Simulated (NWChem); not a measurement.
**A calculation on C$_{2}$H$_{2}$Cl**

```
C
C 1 1.3083
H 2 1.0872 1 141.35
H 1 1.0945 2 123.96 3 180.00
Cl 1 1.7496 4 112.84 2 180.00
```
Charge 0, spin multiplicity 2.

The numbers come from NWChem runs, not from measurements. All single points use one geometry, from UPBE0/def2-SVP, a minimum by its harmonic frequencies.

The correlated methods keep 7 core orbitals frozen. The structure started from a generated list of species. The unpaired electrons of the parent sit in orbitals of symmetry a' (Cs labels of the run); other states weren't searched. The stability of the SCF solutions was not checked.

Worked example. A B2PLYP run in 3-21G ends its self-consistent part (53 % exact exchange, 47 % B88, 73 % LYP) at -534.49550 Ha, and second-order perturbation theory on those orbitals gives -0.25812 Ha unscaled.

The perturbative term enters with the weight 0.27: -534.49550 + 0.27·(-0.25812) = -534.56519 Ha is the total energy.
